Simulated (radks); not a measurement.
Q: All-electron atom: Ce I in [Xe] 4f(up 0.5, down 0.5) 5d(up 0.5, down 0.5) 6s2 (fractional occupations, a model configuration). Calculated with a radial shooting solver on a logarithmic mesh with Libxc functionals: non-relativistic Kohn-Sham, BLYP, spin-polarised, spherical densities, point nucleus; relativity is left out, which matters for an element this heavy. Some entries of the table are withheld. Estimate them.

| orbital | occ. | eigenvalue (eV) | r(max) (bohr) | <1/r> (bohr^-1) |
|---|---|---|---|---|
| 1s | 2 | (1) | 0.01735 | 57.47 |
| 2s | 2 | -5955.743 | 0.09545 | 13.27 |
| 2p | 6 | -5633.416 | 0.07445 | 13.29 |
| 3s | 2 | -1280.826 | 0.2689 | 4.922 |
| 3p | 6 | -1141.443 | 0.2557 | 4.855 |
| 3d | 10 | -881.7212 | 0.2061 | 4.738 |
| 4s | 2 | -256.9812 | 0.6213 | 2.080 |
| 4p | 6 | -204.9864 | 0.6315 | 1.987 |
| 4d | 10 | (2) | 0.6509 | 1.781 |
| 5s | 2 | -36.9249 | 1.435 | 0.8275 |
| 5p | 6 | -22.7896 | 1.568 | 0.7310 |
| 4f | 1 | -8.6853 | 0.6877 | 1.269 |
| 5d | 1 | -3.5092 | (3) | 0.4672 |
| 6s | 2 | -3.3605 | 3.878 | 0.2767 |

A: 
(1) 1s eigenvalue (eV): -38304.88
(2) 4d eigenvalue (eV): -113.8014
(3) 5d r(max) (bohr): 2.118
